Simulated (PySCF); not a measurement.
**Electronic structure of Co+ (cobalt, charge +1) at the UHF level**

Configuration: [Ar] 3d8, high-spin 3F determinant. All numbers are calculated (PySCF 2.14, no relativity, point nucleus, in aug-cc-pVTZ (8s7p5d3f2g, 93 functions)).

| Property | Result |
| --- | --- |
| Total energy | -1381.136816 hartree |
| One-electron energy | -1911.3063 hartree |
| Hartree (Coulomb) energy | 588.2123 hartree |
| Exchange energy | -58.0428 hartree |
| Kinetic energy | 1381.06037 hartree |
| ⟨S²⟩ | 2.0053 |
| ⟨L²⟩ | 12.031 |
| Sum of ⟨r⟩ | 17.30 bohr |
| Sum of ⟨r²⟩ | 19.64 bohr² |
| Density at the nucleus (Gaussians lack the cusp) | 13300 bohr⁻³ |
| Spin density at the nucleus | -0.0367 bohr⁻³ |
| Langevin diamagnetic susceptibility | -15.6 ×10⁻⁶ cm³/mol |

```tsv
shell	electrons	mean orbital energy (eV)	spread (eV)	rms radius, mean of both spins (bohr)
1s α	1	-7705.0	0	0.0659
1s β	1	-7705.0	0	0.0659
2s α	1	-951.27	0	0.279
2s β	1	-949.51	0	0.279
2p α	3	-822.22	0	0.250
2p β	3	-820.49	0	0.250
3s α	1	-127.59	0	0.847
3s β	1	-122.66	0	0.847
3p α	3	-87.356	0	0.904
3p β	3	-81.398	0	0.904
3d α	5	-20.989	1.390	1.26
3d β	3	-18.534	0	1.26
```

Spin-orbit constants ζ (cm⁻¹) from the X2C one-electron operator on these orbitals (non-relativistic here): bare nucleus, nucleus screened by l(l+1)(2l+1)/3 electrons, and screened by the Breit-Pauli mean field of the electrons.

```csv
shell,bare,screened nucleus,mean field
2p,80240,74300,71520
3p,9534,8828,8431
3d,877.5,552.5,497.2
```

To first order the Landé constant is A = -248.6 cm⁻¹, so the lowest level has J = 4 and lies 0.0925 eV below the centre of the term. This holds in LS coupling only.
